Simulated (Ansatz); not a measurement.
`[SiH3][AsH2]` + `[OH][Ga]([F])[F]` → `[F][Ga]([F])[O][SiH3]` + `[AsH3]` at 700 K and 1 bar (cleavage of the Si–As bond).

Isolated molecules relaxed with PBE0-D4/def2-TZVP in Ansatz; ΔE leaves out vibrations. CBS: MP2 limit from def2 TZ/QZ plus the TZ coupled-cluster correction, frozen cores. For As, Ga outer-core shells are correlated without core-valence functions, which leaves a few kJ/mol of doubt a bond. Scalar relativity is left out up to krypton. Each species was taken in one conformer, which may not be the lowest.

```tsv
species	CCSD(T)/CBS energy (Eh)	H − E (kJ/mol)	S (J/(mol·K))
`[SiH3][AsH2]`	-2527.08228	159.2	372.9
`[OH][Ga]([F])[F]`	-2199.41346	98.2	386.2
`[F][Ga]([F])[O][SiH3]`	-2489.72997	163.8	497.0
`[AsH3]`	-2236.79077	87.1	262.7
```

H − E and S are ideal-gas, rigid-rotor, harmonic terms from PBE0-D4/def2-TZVP, for one conformer and one mirror image of each species. 1 Eh = 2625.50 kJ/mol, R = 8.31446 J/(mol·K).

Question: By hand: ΔE, ΔH, ΔS and ΔG.

Answer: ΔE = (-2489.72997) + (-2236.79077) − (-2527.08228) − (-2199.41346) = -0.02500 Eh = -65.6 kJ/mol. Δ(H − E) = 163.8 + 87.1 − 159.2 − 98.2 = -6.5, so ΔH = -72.1 kJ/mol. ΔS = 497.0 + 262.7 − 372.9 − 386.2 = 0.6 J/(mol·K). ΔG = -72.1 − 700 × (0.6)/1000 = -72.5 kJ/mol.

Question: By hand: the equilibrium constant, and the temperature at which ΔG would vanish if ΔH and ΔS stayed fixed.

Answer: log₁₀ K = −ΔG/(RT ln 10) = 5.4. ΔH and −TΔS have one sign here, so there is no such temperature. One of them is within its doubt of zero, so this could turn.

The number of gas molecules stays the same, so ΔS is small and ΔH decides. A doubt of 5 kJ/mol in ΔE shifts log₁₀ K by 0.4 here. Other conformers and mirror images would add mixing entropy, several J/(mol·K) or more a flexible species. Modes under 60 cm⁻¹, often nearly free rotors, make the harmonic entropy too high. These are equilibria of isolated gas molecules and say nothing of rates. Largest T1 diagnostic: 0.015 (customary marks: 0.02 for closed shells, 0.045 for open ones).
